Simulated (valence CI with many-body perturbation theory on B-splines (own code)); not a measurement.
**E1 transitions of N2+**

Method: relativistic CI+MBPT: three valence electrons over a frozen Dirac-Fock core [He], a basis of 11 s, 11 p, 10 d, 8 f, 5 g, 2 h functions for each j, with the one-electron correlation potential Σ1 (screened to all orders), the two-electron term Σ2, the three-electron term Σ3, Breit, model QED; selected single and double excitations, second order for the rest, scaled by the run's own slope (own B-spline code, finite nucleus).

Against 67 measured levels this calculation errs by 82 cm⁻¹ on average and by 204 at most. These come from a selection out of Moore, Selected Tables of Atomic Spectra, NSRDS-NBS 3, section 5. Levels without a partner in it may be off by more.

Lines 101 to 150 of 577 in falling wavelength, among levels below 360793 cm⁻¹, chosen from the strongest by gf and those to the six lowest levels. Wavelengths and rates use the calculated energies, so an error of 80 cm⁻¹ moves a line at 5290 Å by 0.42 % and its rate by three times that or more. Electric multipoles are in the length gauge, E1 and E2 with the static RPA response of the core. Weak lines are less certain than strong ones. Lines between different terms over intervals too small for the method are left out, as are lines whose strength nearly cancels. Where a level lies close to another of its J and parity, the split of strength between their lines is uncertain. The highest levels of a list are the least certain.

Letters in brackets count levels of one name in rising energy.

```csv
λ vac (Å),λ from measured levels,Upper,Lower,A (s⁻¹),log gf,Branch %
5302,,2s2.7p 2P°_3/2,2s2.5d 2D_5/2,1.16e+07,-0.71,9.3
5302,,2s2.7p 2P°_3/2,2s2.5d 2D_3/2,1.29e+06,-1.66,1.0
5290,5300,2s.2p.3d 4P°_3/2,2s.2p.3p 4P_5/2,7.37e+06,-0.91,0.1
5289,5299,2s.2p.3d 4P°_5/2,2s.2p.3p 4P_3/2,3.88e+06,-1.01,0.0
5273,5284,2s.2p.3d 4P°_3/2,2s.2p.3p 4P_3/2,2.74e+06,-1.34,0.0
5264,5274,2s.2p.3d 4P°_1/2,2s.2p.3p 4P_3/2,1.46e+07,-0.92,0.1
5262,,2s.2p.3d 4P°_3/2,2s.2p.3p 4P_1/2,6.40e+06,-0.97,0.1
5252,,2s.2p.3d 4P°_1/2,2s.2p.3p 4P_1/2,2.55e+06,-1.68,0.0
4912,4906,2s2.5p 2P°_3/2,2s2.4d 2D_5/2,3.42e+07,-0.31,9.9
4907,4900,2s2.5p 2P°_1/2,2s2.4d 2D_3/2,3.72e+07,-0.57,10.7
4905,4899,2s2.5p 2P°_3/2,2s2.4d 2D_3/2,3.70e+06,-1.27,1.1
4888,4898,2s.2p.3d 4F°_5/2,2s.2p.3p 4D_7/2,5.22e+05,-1.95,0.7
4880,4874,2s2.4d 2D_5/2,2s.2p.3s 2P°_3/2 [a],6.39e+05,-1.86,0.0
4876,4886,2s.2p.3d 4F°_7/2,2s.2p.3p 4D_7/2,8.23e+06,-0.63,11.5
4874,,2s.2p.3d 4F°_3/2,2s.2p.3p 4D_5/2,1.15e+06,-1.79,1.7
4865,4875,2s.2p.3d 4F°_5/2,2s.2p.3p 4D_5/2,1.45e+07,-0.51,20.5
4860,4855,2s2.4d 2D_3/2,2s.2p.3s 2P°_1/2 [a],3.52e+05,-2.30,0.0
4859,4869,2s.2p.3d 4F°_9/2,2s.2p.3p 4D_7/2,6.16e+07,0.34,100.0
4859,,2s.2p.3d 4F°_3/2,2s.2p.3p 4D_3/2,1.68e+07,-0.62,25.3
4853,4863,2s.2p.3d 4F°_7/2,2s.2p.3p 4D_5/2,5.35e+07,0.18,74.8
4851,4860,2s.2p.3d 4F°_5/2,2s.2p.3p 4D_3/2,4.64e+07,-0.01,65.6
4851,,2s.2p.3d 4F°_3/2,2s.2p.3p 4D_1/2,4.32e+07,-0.21,65.0
4760,4765,2s2.7s 2S_1/2,2s2.5p 2P°_3/2,2.38e+07,-0.79,4.5
4758,4763,2s2.7s 2S_1/2,2s2.5p 2P°_1/2,1.19e+07,-1.09,2.3
4735,4744,2s.2p.3d 4F°_5/2,2s.2p.3p 2P_3/2,3.73e+05,-2.12,0.5
4731,,2s.2p.3d 4F°_3/2,2s.2p.3p 2P_1/2,5.54e+05,-2.13,0.8
4640,4617,2s2.5d 2D_3/2,2s2.4f 2F°_5/2,7.37e+06,-1.02,0.3
4640,4617,2s2.5d 2D_5/2,2s2.4f 2F°_7/2,7.01e+06,-0.87,0.3
4640,4616,2s2.5d 2D_5/2,2s2.4f 2F°_5/2,3.51e+05,-2.17,0.0
4635,4643,2s2.3d 2D_3/2,2s2.3p 2P°_3/2,1.18e+07,-0.82,0.1
4633,4642,2s2.3d 2D_5/2,2s2.3p 2P°_3/2,7.11e+07,0.14,0.6
4629,4631,2s.2p.3p 2P_3/2,2s.2p.3s 4P°_3/2,2.93e+05,-2.42,0.0
4627,4635,2s2.3d 2D_3/2,2s2.3p 2P°_1/2,5.95e+07,-0.12,0.5
4627,4629,2s.2p.3p 2P_1/2,2s.2p.3s 4P°_1/2,5.31e+05,-2.47,0.0
4618,4624,2s.2p.3d 2P°_3/2,2s.2p.3p 2D_5/2,4.47e+06,-1.24,0.1
4608,4612,2s2.5f 2F°_5/2,2s.2p.3p 2D_5/2,2.67e+06,-1.29,0.4
4607,4612,2s2.5f 2F°_7/2,2s.2p.3p 2D_5/2,3.97e+07,0.00,6.7
4599,4605,2s.2p.3d 2P°_3/2,2s.2p.3p 2D_3/2,4.27e+05,-2.27,0.0
4589,4593,2s2.5f 2F°_5/2,2s.2p.3p 2D_3/2,3.98e+07,-0.12,6.7
4584,4590,2s.2p.3d 2P°_1/2,2s.2p.3p 2D_3/2,5.01e+06,-1.50,0.1
4547,4549,2s.2p.3p 4D_3/2,2s.2p.3s 4P°_5/2,3.17e+06,-1.41,3.6
4546,4548,2s.2p.3d 4P°_5/2,2s.2p.3p 4S_3/2,5.38e+07,0.00,0.5
4543,4546,2s2.5s 2S_1/2,2s2.4p 2P°_3/2,1.19e+08,-0.13,6.9
4538,4541,2s2.5s 2S_1/2,2s2.4p 2P°_1/2,5.95e+07,-0.43,3.5
4535,4536,2s.2p.3d 4P°_3/2,2s.2p.3p 4S_3/2,5.28e+07,-0.19,0.5
4535,4553,2s.2p.3d 2F°_5/2,2s2.4d 2D_5/2,9.28e+05,-1.77,0.0
4534,4536,2s.2p.3p 4D_5/2,2s.2p.3s 4P°_5/2,1.95e+07,-0.44,29.1
4530,4532,2s.2p.3p 4D_1/2,2s.2p.3s 4P°_3/2,1.08e+07,-1.18,10.6
4528,4546,2s.2p.3d 2F°_5/2,2s2.4d 2D_3/2,1.34e+07,-0.61,0.1
4528,4529,2s.2p.3d 4P°_1/2,2s.2p.3p 4S_3/2,5.23e+07,-0.49,0.5
```
